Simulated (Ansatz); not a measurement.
Geometry optimisation, RKS PBE-D4/6-31G* (Ansatz 0.2.0).

Input:

```yaml
crystal:
  periodic: [false, false, false]
  atoms:
    - { symbol: B, position_ang: [0.0, 0.0, 0.0] }
    - { symbol: O, position_ang: [0.0, 0.0, 1.76] }
    - { symbol: H, position_ang: [-0.9095, -0.2814, 2.0971] }
    - { symbol: H, position_ang: [1.0305, 0.0, -0.595] }
    - { symbol: C, position_ang: [-1.3856, 0.0, -0.8] }
    - { symbol: H, position_ang: [-1.9458, -0.9305, -0.5708] }
    - { symbol: H, position_ang: [-1.9898, 0.8797, -0.4946] }
    - { symbol: H, position_ang: [-1.1839, 0.0508, -1.8903] }
    - { symbol: F, position_ang: [0.0726, 1.5356, 0.5108] }
    - { symbol: H, position_ang: [0.0505, 1.068, 1.4702] }
basis:
  gaussian: { orbitals: "6-31G*" }
hamiltonian:
  xc: pbe
  dispersion: d4
relax:
  f_tol: 0.15
  max_steps: 25
  restrain:
    - { distance: [0, 8], at: 2.52, k: 30.0 }
    - { distance: [9, 1], at: 2.21, k: 30.0 }
    - { distance: [0, 1], at: 1.41, k: 30.0 }
    - { distance: [9, 8], at: 0.92, k: 30.0 }
output:
  orbitals: {}
```

Launched with:

```bash
$ ansatz run input.yaml --threads 1 --pin off --max-ram 2048MiB --backend cpu --events-out ev --progress --plain --runs-dir out
```

Where does it end, and by what steps?

The forces met the threshold. The restraints hold the end off the free minimum. After 8 steps the energy has fallen by 1.533 eV (the restraints' own energy left out); F9 moved furthest, 0.78 Å. Parted: B1–F9 (1.62 → 2.52 Å), O2–H10 (1.11 → 2.20 Å).

```tsv
step	energy less start (eV)	largest force component (eV/Å)	accepted
0	0.0000	4.698	yes
1	-0.5675	2.340	yes
2	-0.7317	2.231	yes
3	-1.0141	2.077	yes
4	-1.4671	0.840	yes
5	-1.5023	0.236	yes
6	-1.4981	0.683	yes
7	-1.4944	0.955	no
8	-1.5326	0.532	yes
```

```xyz
10
Properties=species:S:1:pos:R:3
B -0.070 -0.153 0.081
O -0.067 -0.458 1.445
H -0.992 -0.569 1.757
H 1.035 -0.046 -0.391
C -1.407 -0.118 -0.758
H -2.096 -0.935 -0.474
H -1.946 0.833 -0.589
H -1.223 -0.194 -1.840
F 0.116 2.264 0.781
H 0.389 1.698 1.476
```

The run took 49 s on 1 thread of AMD EPYC 7571 (shared host), peak memory 0.17 GiB.
